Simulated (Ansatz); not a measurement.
Geometry optimisation, RKS BHLYP/def2-SVP in Ansatz.

input.yaml

```yaml
crystal:
  periodic: [false, false, false]
  atoms:
    - { symbol: B, position_ang: [-0.607403, -0.972838, -0.18522] }
    - { symbol: "N", position_ang: [0.159233, 1.621086, 0.716505] }
    - { symbol: H, position_ang: [-1.724519, -0.586116, -0.32945] }
    - { symbol: H, position_ang: [-0.187539, -1.414279, 0.836744] }
    - { symbol: H, position_ang: [0.520153, 1.257257, -0.158588] }
    - { symbol: Se, position_ang: [0.528005, -1.007261, -1.828681] }
    - { symbol: H, position_ang: [0.440693, 1.013227, 1.470935] }
    - { symbol: H, position_ang: [-0.847293, 1.659518, 0.673552] }
    - { symbol: H, position_ang: [1.718769, -1.570695, -1.195797] }
basis:
  gaussian: { orbitals: def2-SVP }
hamiltonian:
  xc: { name: BHLYP }
relax:
  f_tol: 0.03
  max_steps: 50
```

Launched with:

```bash
$ ansatz run input.yaml --threads 2 --pin off --max-ram 3072MiB --backend cpu --events-out ev --progress --plain --runs-dir out
```

Problem. Where does it end, and by what steps?

Solution. It converged. After 6 steps the energy has fallen by 0.096 eV; H5 moved furthest, 0.37 Å.

```
step  energy less start (eV)  largest force component (eV/Å)  accepted
   0                  0.0000                           1.008       yes
   1                 -0.0741                           0.479       yes
   2                 -0.0894                           0.362       yes
   3                 -0.0942                           0.179       yes
   4                 -0.0956                           0.080       yes
   5                 -0.0961                           0.035       yes
   6                 -0.0962                           0.015       yes
```

```xyz
9
Properties=species:S:1:pos:R:3
B -0.567 -1.070 -0.263
N 0.123 1.786 0.845
H -1.672 -0.642 -0.394
H -0.140 -1.446 0.784
H 0.567 1.605 -0.043
Se 0.468 -1.210 -1.861
H 0.417 1.064 1.487
H -0.874 1.691 0.713
H 1.679 -1.778 -1.270
```

Time of the run: 12 s on 2 threads of Arm Neoverse V2, on a shared host, peak memory 0.18 GiB.
